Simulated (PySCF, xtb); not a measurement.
ethoxymethyl(methyl)silane (C₄H₁₂OSi), SMILES C(OC[SiH2]C)C. One conformer was computed; it need not be the lowest.

Harmonic wavenumbers (cm⁻¹) from GFN2-xTB in xtb at its own minimum, in rising order: 40, 65, 100, 126, 154, 200, 247, 278, 442, 481, 575, 669, 703, 758, 770, 796, 829, 842, 846, 906, 1055, 1109, 1124, 1152, 1238, 1256, 1291, 1350, 1373, 1400, 1456, 1475, 1485, 1492, 1495, 1501, 2187, 2244, 2822, 2836, 2864, 2957, 3035, 3038, 3045, 3049, 3053, 3054.

Task: What does PySCF 2.14.0 with PBE-D3(BJ)/def2-SVP give at its own minimum? (Estimate from the structure and the level; the computed values follow.)

Result: 34, 59, 101, 141, 154, 245, 269, 279, 438, 472, 548, 605, 689, 739, 797, 826, 851, 860, 864, 916, 1015, 1093, 1129, 1141, 1216, 1231, 1243, 1251, 1326, 1372, 1385, 1387, 1388, 1402, 1427, 1457, 2147, 2158, 2872, 2886, 2916, 2976, 2981, 2994, 3075, 3075, 3078, 3079. Paired by order, the mean absolute difference is 35 cm⁻¹ and the zero-point energies are 93.3 and 92.3 kcal/mol.
